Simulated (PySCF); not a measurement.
A structure optimised at PBE0-D3(BJ)/def2-SVP, used in a PySCF frequency run:

```xyz
15

Si    -0.1010     0.8854     1.5776
N      0.4425     1.3968     0.0000
Si    -0.1010     0.8854    -1.5776
N     -0.2824    -0.8344    -1.4363
Si     0.2741    -1.6583     0.0000
N     -0.2824    -0.8344     1.4363
H      0.9458     1.3507     2.5412
H     -1.4069     1.4705     2.0227
H      1.1916     2.0828     0.0000
H      0.9458     1.3507    -2.5412
H     -1.4069     1.4705    -2.0227
H     -0.9435    -1.3160    -2.0368
H     -0.2979    -3.0379     0.0000
H      1.7639    -1.7265     0.0000
H     -0.9435    -1.3160     2.0368
```

### Question
Write its SMILES, formula and point group.

### Answer
N1[SiH2]N[SiH2]N[SiH2]1, H9N3Si3, Cs

### Question
What are its rotational constants (standard atomic weights)?

### Answer
2.3374, 2.0451, 1.1932 GHz
